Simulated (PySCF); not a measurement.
Ionisation energy of Cr⁺ by level of theory

Cr⁺ [Ar] 3d5 (6S) → Cr²⁺ [Ar] 3d4 (5D), as a difference of total energies. Calculation: PySCF 2.14, in x2c-QZVPPall with one added diffuse shell each of s, p, d, f, g type (12s8p6d4f3g, 121 functions); scalar relativity by spin-free X2C-1e. Correlated levels: valence: [Ar] frozen; valence and next inner shell: [Ne] frozen. The calculations carry no spin-orbit coupling.

```tsv
method	ionisation energy (eV)
UHF	14.992
LDA	17.536
PBE	17.165
PBE0	16.806
r2SCAN	16.861
TPSS	16.849
M06-2X	16.312
r2SCANh	16.764
MP2 (valence)	15.998
SCS-MP2 (valence)	15.327
MP2 (valence and next inner shell)	16.704
SCS-MP2 (valence and next inner shell)	16.015
```

Q: How much does correlation contribute at MP2 (valence and next inner shell)?

A: 16.704 − (14.992) = 1.712 eV, measured against UHF.

A first-order spin-orbit estimate (lowest level to lowest level, LS coupling) adds -0.053 eV.

Errors of the correlated levels include the incompleteness of this basis and the frozen core.

For comparison: 16.486 eV (measured; NIST Atomic Spectra Database, ionization energies).
